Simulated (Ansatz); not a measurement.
A nudged elastic band was laid between two geometries of CH₇F₂NSi₂ (13 atoms, charge 0, multiplicity 1).

All numbers below come from Ansatz 0.2.0, RKS BHLYP-D4/def2-SVP.

```yaml
movable_images: 5
climbing_image: yes
spring: 5.0 eV/Å²
optimiser: quadratic models (default)
start_path: IDPP
force_threshold: 0.05 eV/Å
iteration_limit: 60
end_points: relaxed
```

Initial state:

```xyz
13
Properties=species:S:1:pos:R:3
N -1.900 -0.513 -1.534
C -0.715 0.199 -1.075
Si 0.132 -0.599 0.401
F -1.034 -0.847 1.511
Si 1.782 0.762 1.362
F 1.210 2.281 1.304
H -1.670 -1.444 -1.852
H -2.568 -0.617 -0.784
H -0.991 1.225 -0.807
H -0.005 0.304 -1.904
H 0.666 -1.937 0.047
H 2.078 0.430 2.772
H 3.036 0.722 0.575
```

Final state:

```xyz
13
Properties=species:S:1:pos:R:3
N -1.903 -0.637 -1.361
C -0.863 0.198 -0.794
Si 0.086 -0.689 0.554
F -0.873 -0.966 1.832
Si 1.851 0.687 1.258
F 1.328 2.215 1.069
H -1.514 -1.415 -1.873
H -2.486 -0.121 -2.003
H -1.317 1.070 -0.309
H -0.139 0.614 -1.519
H 0.571 -2.007 0.078
H 2.225 0.495 2.675
H 3.054 0.520 0.408
```

Task: Which bonds break or form, and what moves?

Result: No bond is made or broken. The height of N1 over the plane of its neighbours goes from 0.37 to -0.36 Å.

Task: Give the energies along the band, and the barrier.

Result: It converged. The highest image is number 3 of 0 to 6, 0.193 eV above the first end and 0.186 eV above the last; the last end lies 0.007 eV above the first. A vibrational analysis at the climbing image gives one clearly imaginary mode, 655i cm⁻¹: a first-order saddle point.

| image | path coordinate (Å) | energy (eV) | height of N1 over the plane of its neighbours (Å) |
| --- | --- | --- | --- |
| 0 | 0.00 | 0.000 | 0.37 |
| 1 | 0.37 | 0.007 | 0.37 |
| 2 | 0.74 | 0.043 | 0.33 |
| 3 | 1.11 | 0.193 | 0.01 |
| 4 | 1.46 | 0.050 | -0.31 |
| 5 | 1.81 | 0.014 | -0.36 |
| 6 | 2.16 | 0.007 | -0.36 |

Task: What is the geometry of the highest image?

Result: 
```xyz
13
Properties=species:S:1:pos:R:3
N -1.849 -0.637 -1.428
C -0.787 0.188 -0.931
Si 0.143 -0.633 0.480
F -0.890 -0.890 1.708
Si 1.869 0.743 1.278
F 1.314 2.269 1.173
H -1.662 -1.523 -1.850
H -2.805 -0.357 -1.350
H -1.208 1.117 -0.534
H -0.083 0.516 -1.713
H 0.659 -1.959 0.063
H 2.238 0.483 2.686
H 3.081 0.649 0.431
```

Task: What are the harmonic wavenumbers there?

Result: 655i, 33, 61, 70, 115, 148, 173, 270, 316, 446, 510, 682, 708, 764, 822, 856, 874, 917, 945, 989, 1051, 1170, 1339, 1358, 1481, 1655, 2280, 2294, 2308, 3039, 3166, 3758, 3888 cm⁻¹.

The band took 5 iterations and of the order of 4 core-minutes.

Time of the run: 120 s on 2 threads of Arm Neoverse V2, on a shared host, peak memory 0.32 GiB.
